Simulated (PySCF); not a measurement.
**Polarisability and C₆ of Mo³⁺ (molybdenum, charge +3)**

[Kr] 4d3, high-spin 4F determinant. Calculation: PySCF 2.14, in aug-cc-pVTZ-DK (9s8p6d3f2g, 102 functions); scalar relativity by spin-free X2C-1e. Coupled (time-dependent) response in atomic units; α is the mean over directions.

```json
{"method": "PBE0", "mean α (bohr³)": "5.691", "C₆ (like pair)": "25.27", "S(−4)": "9.289"}
```

S(−4) is the Cauchy moment in α(ω) = α(0) + S(−4) ω² + …

Spin-orbit coupling is absent.

α(iu) at PBE0:

```
u (hartree)  α(iu) (bohr³)
          0          5.691
     0.0500          5.668
      0.100          5.601
      0.200          5.360
      0.300          5.032
      0.500          4.324
      0.750          3.544
       1.00          2.921
       1.50          2.033
       2.00          1.463
       3.00         0.8356
       5.00         0.3652
```

A single London oscillator, α(iu) = α/(1 + u²/ω²), gives C₆ = (3/4) ω α². Matching the computed C₆ needs ω = 4 × 25.27 / (3 × 5.691²) = 1.04 hartree.

For an ion, C₆ is the dispersion term alone; charge-induced terms of lower order in 1/R come first.
